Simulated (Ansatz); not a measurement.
Si₃O₃⁻, relaxed as a doublet with UKS r2SCAN-D4/def2-SVPD in Ansatz, starting from the GFN1-xTB geometry. Force threshold 0.02 eV/Å.

Another isomer (doublet) lies 2.24 eV lower at PBE0-D4/def2-TZVPD; other spin states weren't run for this one.

Start:

```xyz
6

Si    0.7180    0.3741    0.3539
Si   -0.2799   -1.7026    0.1927
Si   -0.1120    1.8608   -1.1800
O    -0.7178   -3.1587    0.4007
O     0.2759   -0.7476    1.5752
O     0.1158    3.3740   -1.3426
```

```
step  energy (eV)  largest force component (eV/Å)  SCF passes
   1  -29759.4166                           1.316          27
   2  -29759.5634                           1.072          39
   3  -29759.6380                           0.732          37
   4  -29759.6944                           1.655          38
   5  -29759.7991                           0.600          34
   6  -29759.8258                           0.225          35
   7  -29759.8381                           0.198          33
   8  -29759.8456                           0.154          31
   9  -29759.8504                           0.180          28
  10  -29759.8510                           0.499          34
  11  -29759.8556                           0.100          28
  12  -29759.8569                           0.021          27
  13  -29759.8577                           0.037          28
  14  -29759.8577                           0.067          27
  15  -29759.8580                           0.042          28
  16  -29759.8580                           0.011          30
```

Force components are those of the run's own axes.

End:

```xyz
6

Si    1.539    0.164    0.391
Si   -0.136   -1.346    0.225
Si    0.377    1.544   -1.334
O    -1.183   -2.484    0.072
O     0.198   -0.373    1.547
O    -0.796    2.495   -0.901
```

By distances, no bond broke or formed. The bond that changes most is Si1–Si3, from 2.29 to 2.50 Å (atoms count from 1).

No frequencies were taken in this run, so the end may be a saddle point.

Run time 40 s (4 threads of Intel Xeon on a shared host).
